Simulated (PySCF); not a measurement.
B(CCH)(Cl)(Me) (C₃H₄BCl), SMILES C#CB(C)Cl.

The structure is a stationary point at PBE0-D3(BJ)/def2-SVP. This is a generated structure with no PubChem entry under its InChIKey; it may be hypothetical.

Method: PBE0-D3(BJ)/def2-SVP (PySCF).

Frequencies are harmonic and unscaled.

```tsv
mode	ν (cm⁻¹)	IR (km/mol)	moving atoms (share of kinetic energy)
1	41	0.8	H 97 %
2	145	1.3	C 54 %, Cl 21 %, H 18 %
3	206	3.8	C 60 %, H 22 %, B 16 %
4	286	0.9	C 48 %, H 25 %, Cl 20 %
5	460	4.6	C 63 %, H 15 %, Cl 14 %
6	474	5.2	C 33 %, B 31 %, H 30 %
7	584	16.3	C 59 %, Cl 20 %, H 14 %
8	698	38.1	H 75 %, C 25 %
9	784	24.9	H 74 %, C 26 %
10	817	15.9	H 58 %, C 28 %, B 11 %
11	829	29.0	H 49 %, B 30 %, C 20 %
12	1072	246.3	B 68 %, H 19 %, C 10 %
13	1163	147.3	B 61 %, H 27 %, C 12 %
14	1322	120.5	H 59 %, C 30 %, B 11 %
15	1414	1.0	H 96 %
16	1430	7.3	H 93 %
17	2185	98.5	C 89 %, H 9 %
18	3046	1.1	H 96 %
19	3132	2.0	H 92 %, C 8 %
20	3185	4.5	H 90 %, C 10 %
21	3476	48.6	H 86 %, C 14 %
```
